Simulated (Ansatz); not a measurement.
Two isomers of CH7BFNSi: A = `B[Si](C)(N)F`, B = `C[SiH](F)BN`.

Program: Ansatz. Geometries: PBE0-D4/def2-TZVP. ΔE: electronic, gas phase. CCSD(T)/CBS is the MP2 limit (def2-TZVPP, def2-QZVPP) plus CCSD(T) − MP2 in def2-TZVPP, frozen cores. DFT in def2-TZVPP. B3LYP here is the variant with VWN-RPA as its local correlation; programs differ in this. One conformer a species, not always the lowest.

(1) Which isomer does CCSD(T)/CBS put lower? Give the gap. (An estimate is asked.)

(2) Give E(B) − E(A) in kJ/mol with B2PLYP, PBE0-D4, CCSD/def2-TZVPP, B3LYP-D4, PBE-D4, CCSD(T)/def2-TZVPP, B3LYP. (Estimate.)

Largest T1 diagnostic: 0.012.

## Answers

(1) Computed: B, by 83.4 kJ/mol.

(2) Ansatz gave: B2PLYP -88.4, PBE0-D4 -92.1, CCSD/def2-TZVPP -82.9, B3LYP-D4 -88.7, PBE-D4 -97.3, CCSD(T)/def2-TZVPP -85.8, B3LYP -91.3. None reverses the order clearly.

In def2-TZVPP, CCSD(T) changes the Hartree–Fock value by −14.3 kJ/mol (the triples alone add −3.0 kJ/mol) and MP2 by −13.7 kJ/mol. From PBE to PBE0 (25 % exact exchange), in def2-TZVPP and without D4, E(B) − E(A) moves by +5.5 kJ/mol.
